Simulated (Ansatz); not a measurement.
Calculation: frozen-core CCSD(T)/cc-pVTZ // B3LYP-D3(BJ)/def2-TZVP (Ansatz, a quantum-chemistry and plane-wave program).

Ansatz 0.2 input:
```yaml
crystal:
  periodic: [false, false, false]
  atoms:
    - { symbol: C, position_ang: [-1.568484, -0.409983, -0.019317] }
    - { symbol: C, position_ang: [-0.460216, 0.327742, 0.040818] }
    - { symbol: O, position_ang: [-0.583276, 1.693572, 0.189522] }
    - { symbol: Si, position_ang: [1.251086, -0.435491, -0.070448] }
    - { symbol: H, position_ang: [-2.551174, 0.042247, 0.046137] }
    - { symbol: H, position_ang: [-1.507891, -1.48157, -0.135397] }
    - { symbol: H, position_ang: [0.281158, 2.114604, 0.22014] }
    - { symbol: H, position_ang: [2.023832, -0.106797, 1.153323] }
    - { symbol: H, position_ang: [1.983278, 0.148502, -1.221822] }
    - { symbol: H, position_ang: [1.128726, -1.898979, -0.225667] }
basis:
  gaussian: { orbitals: cc-pVTZ }
correlation:
  method: ccsd_t
```

Output:

```
Functional definition: HF
1198 factors; integrals over basis functions are off by at most 1.1e-3 eV
mean field evaluation 1: about -12052.7546 eV, gradient 3.5e1 eV
mean field evaluation 2: about -12053.0093 eV, gradient 3.5e1 eV
mean field evaluation 4: about -12056.1879 eV, gradient 4.0e0 eV
mean field evaluation 8: about -12056.2475 eV, gradient 3.1e-1 eV
mean field evaluation 16: about -12052.7547 eV, gradient 3.5e1 eV
mean field -12056.24814794 eV, -443.0589474182 hartree, gradient 4.3e-6 eV, S^2 0.000000; 0 other end points of the search recorded, 0 dependent functions left out
8 core orbitals not correlated
reference -12056.24814794 eV, -443.0589474182 hartree; 12, 12 occupied and 188, 188 virtual orbitals, 1198 factors
second order -18.86626725 eV of doubles, -0.00000000 eV of singles
cycle   1  -19.27792710 eV  change   -4.1e-1 eV  update   9.9e-2
cycle   2  -19.79918282 eV  change   -5.2e-1 eV  update   3.1e-2
cycle   3  -19.91772838 eV  change   -1.2e-1 eV  update   1.6e-2
cycle   4  -19.90803190 eV  change    9.7e-3 eV  update   4.2e-3
cycle   5  -19.90740960 eV  change    6.2e-4 eV  update   2.0e-3
cycle   6  -19.90813528 eV  change   -7.3e-4 eV  update   5.0e-4
cycle   7  -19.90786843 eV  change    2.7e-4 eV  update   2.3e-4
cycle   8  -19.90782743 eV  change    4.1e-5 eV  update   8.5e-5
cycle   9  -19.90784379 eV  change   -1.6e-5 eV  update   3.7e-5
cycle  10  -19.90783426 eV  change    9.5e-6 eV  update   1.2e-5
perturbative correction -0.82311739 eV, -0.0302490060 hartree
Total energy: -12076.97909958 eV, -443.8207958392 hartree
```

Cost: very roughly 2.6 core-minutes.
